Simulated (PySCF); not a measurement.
Harmonic spectrum computed at B3LYP in the def2-SVP basis family (core potentials from Rb on, PySCF, no spin–orbit coupling):

```tsv
ω (cm⁻¹)	IR (km/mol)
108	0.7
404	6.2
472	93.1
```

Problem. Which molecule gave it? In each, all ligands are bound to the one heavy central atom.
A. TaSe₂ (doublet)
B. SbSe₂ (doublet)
C. NbSe₂ (doublet)
D. TiSe₂ (singlet)

Solution. D. It has C2v symmetry with Ti–Se 2.208 Å (×2).
